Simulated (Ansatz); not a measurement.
`[Au][S]CCCCc1ccc(-c2ccc(-c3cccs3)s2)s1` with charge -1. The state is a doublet with charge -1. Geometry r2SCAN-D4/def2-SVP, that of the neutral singlet; atoms count from 1.

```csv
atom,x (Å),y (Å),z (Å)
Au1,8.4725,1.3073,0.5814
S2,6.9431,2.7722,1.3611
C3,5.3519,1.9657,0.9621
C4,5.0749,1.7763,-0.5250
C5,3.6754,1.2373,-0.8287
C6,3.4491,-0.2090,-0.3594
C7,2.0970,-0.7477,-0.7019
C8,1.7549,-1.7104,-1.6299
C9,0.3611,-1.9588,-1.7093
C10,-0.3853,-1.1736,-0.8422
C11,-1.8160,-1.1567,-0.6588
C12,-2.7900,-1.7670,-1.4396
C13,-4.1030,-1.5547,-0.9680
C14,-4.1626,-0.7764,0.1809
C15,-5.3129,-0.3475,0.9367
C16,-5.3686,0.4452,2.0751
C17,-6.6902,0.6603,2.5440
C18,-7.6389,0.0324,1.7697
S19,-6.9220,-0.8257,0.4575
S20,-2.5551,-0.3182,0.6809
S21,0.6693,-0.1236,0.0715
H22,4.6157,2.6675,1.4011
H23,5.2660,1.0240,1.5277
H24,5.2196,2.7439,-1.0352
H25,5.8409,1.0941,-0.9430
H26,2.9126,1.8938,-0.3708
H27,3.4965,1.2833,-1.9167
H28,3.6114,-0.2801,0.7311
H29,4.2022,-0.8672,-0.8264
H30,2.5017,-2.2343,-2.2313
H31,-0.0894,-2.7030,-2.3687
H32,-2.5520,-2.3380,-2.3387
H33,-4.9968,-1.9508,-1.4554
H34,-4.4751,0.8574,2.5498
H35,-6.9360,1.2573,3.4244
H36,-8.7217,0.0248,1.8942
```

In the def2 sets Au takes a core potential; there is no spin–orbit coupling. Single mean-field runs in def2-TZVP are fitted with def2-universal-jkfit.

Question: Estimate the Mulliken populations of the heavy atoms from the PBE0/def2-TZVP orbitals of Ansatz.

Answer: 
```json
{"atom": "Au1", "charge (e)": "-0.25", "spin (α − β)": "0.56", "d electrons": "9.70"}
{"atom": "S2", "charge (e)": "-0.48", "spin (α − β)": "0.17", "d electrons": "–"}
{"atom": "C3", "charge (e)": "-0.23", "spin (α − β)": "-0.01", "d electrons": "–"}
{"atom": "C4", "charge (e)": "-0.13", "spin (α − β)": "0.01", "d electrons": "–"}
{"atom": "C5", "charge (e)": "-0.21", "spin (α − β)": "0.00", "d electrons": "–"}
{"atom": "C6", "charge (e)": "-0.28", "spin (α − β)": "-0.01", "d electrons": "–"}
{"atom": "C7", "charge (e)": "0.09", "spin (α − β)": "0.04", "d electrons": "–"}
{"atom": "C8", "charge (e)": "-0.18", "spin (α − β)": "-0.02", "d electrons": "–"}
{"atom": "C9", "charge (e)": "-0.24", "spin (α − β)": "0.05", "d electrons": "–"}
{"atom": "C10", "charge (e)": "0.07", "spin (α − β)": "-0.01", "d electrons": "–"}
{"atom": "C11", "charge (e)": "0.12", "spin (α − β)": "0.05", "d electrons": "–"}
{"atom": "C12", "charge (e)": "-0.24", "spin (α − β)": "0.00", "d electrons": "–"}
{"atom": "C13", "charge (e)": "-0.15", "spin (α − β)": "0.02", "d electrons": "–"}
{"atom": "C14", "charge (e)": "0.10", "spin (α − β)": "0.03", "d electrons": "–"}
{"atom": "C15", "charge (e)": "-0.01", "spin (α − β)": "0.00", "d electrons": "–"}
{"atom": "C16", "charge (e)": "-0.23", "spin (α − β)": "0.05", "d electrons": "–"}
{"atom": "C17", "charge (e)": "-0.15", "spin (α − β)": "-0.02", "d electrons": "–"}
{"atom": "C18", "charge (e)": "-0.21", "spin (α − β)": "0.05", "d electrons": "–"}
{"atom": "S19", "charge (e)": "0.00", "spin (α − β)": "0.02", "d electrons": "–"}
{"atom": "S20", "charge (e)": "-0.03", "spin (α − β)": "0.03", "d electrons": "–"}
{"atom": "S21", "charge (e)": "-0.02", "spin (α − β)": "0.01", "d electrons": "–"}
```
Mulliken values and Mayer orders depend strongly on the basis.

Question: Where does the spin sit?

Answer: Summed by element: Au 0.56, S 0.22, C 0.21, H 0.00, of 1 unpaired in all. Largest on single atoms: Au1 0.56, S2 0.17, C18 0.05.

Question: And the Mayer bond orders between bonded heavy atoms (over 0.3)?

Answer: Au1–S2 0.88 (2.26 Å); S2–C3 1.09 (1.83 Å); C3–C4 0.98 (1.52 Å); C4–C5 0.98 (1.53 Å); C5–C6 1.00 (1.54 Å); C6–C7 0.93 (1.50 Å); C7–C8 1.58 (1.38 Å); C7–S21 1.22 (1.74 Å); C8–C9 1.29 (1.42 Å); C9–C10 1.51 (1.39 Å); C10–C11 0.94 (1.44 Å); C10–S21 1.26 (1.75 Å); C11–C12 1.47 (1.39 Å); C11–S20 1.25 (1.74 Å); C12–C13 1.34 (1.41 Å); C13–C14 1.40 (1.39 Å); C14–C15 1.01 (1.44 Å); C14–S20 1.24 (1.74 Å); C15–C16 1.45 (1.39 Å); C15–S19 1.29 (1.75 Å); C16–C17 1.33 (1.42 Å); C17–C18 1.65 (1.38 Å); C18–S19 1.22 (1.72 Å).
